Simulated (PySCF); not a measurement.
# Two-component Hartree-Fock for La (lanthanum, neutral)

Start: [Xe] 5d3; 5d5/2 filled at m_j = +1/2, +3/2, +5/2. Calculated with PySCF 2.14 in x2c-TZVPall-2c (11s11p10d2f, 108 functions): generalised Hartree-Fock with the X2C-1e Hamiltonian and a Gaussian nucleus; spin-orbit coupling (SO) screened by Boettger's factors. This is a chosen level, not necessarily the ground level.

| spinor shell | electrons | ε, screened SO (eV) | weight of nominal j (screened SO) | rms radius, screened SO (bohr) |
| --- | --- | --- | --- | --- |
| 1s1/2 | 2 | -39113.0 | 1.000 | 0.0286 |
| 2s1/2 | 2 | -6331.4 | 1.000 | 0.116 |
| 2p1/2 | 2 | -5957.6 | 1.000 | 0.100 |
| 2p3/2 | 4 | -5541.0 | 1.000 | 0.106 |
| 3s1/2 | 2 | -1397.6 | 1.000 | 0.303 |
| 3p1/2 | 2 | -1238.7 | 1.000 | 0.295 |
| 3p3/2 | 4 | -1155.3 | 1.000 | 0.308 |
| 3d3/2 | 4 | -879.67 | 1.000 | 0.279 |
| 3d5/2 | 6 | -862.07 | 1.000 | 0.283 |
| 4s1/2 | 2 | -299.09 | 1.000 | 0.694 |
| 4p1/2 | 2 | -238.14 | 1.000 | 0.719 |
| 4p3/2 | 4 | -220.28 | 1.000 | 0.746 |
| 4d3/2 | 4 | -118.03 | 0.999 | 0.820 |
| 4d5/2 | 6 | -114.92 | 0.999 | 0.830 |
| 5s1/2 | 2 | -45.857 | 1.000 | 1.69 |
| 5p1/2 | 2 | -27.385 | 0.911 | 1.92 |
| 5p3/2 | 4 | -24.685 | 0.956 | 1.98 |
| 5d5/2 | 3 | -4.137 | 0.770 | 3.76 |

| quantity | screened SO |
| --- | --- |
| E (hartree) | -8491.08033 |
| M_J | 9/2 |
| ⟨J²⟩ | 24.773 |
| ⟨L²⟩ | 12.094 |
| ⟨S²⟩ | 3.784 |

Each row is a mean over spinors that exchange with the open shell spreads, by up to 2.921 eV (5p3/2).

Rows whose weight is well below 1 are mixtures of j = l ± 1/2: exchange outweighs spin-orbit coupling there, and the label is only the starting occupation.

Breit and QED terms are absent; they matter most for the inner s and p1/2 levels.

Densities and radii are taken from the X2C orbitals without a picture-change correction, which distorts them close to the nucleus.
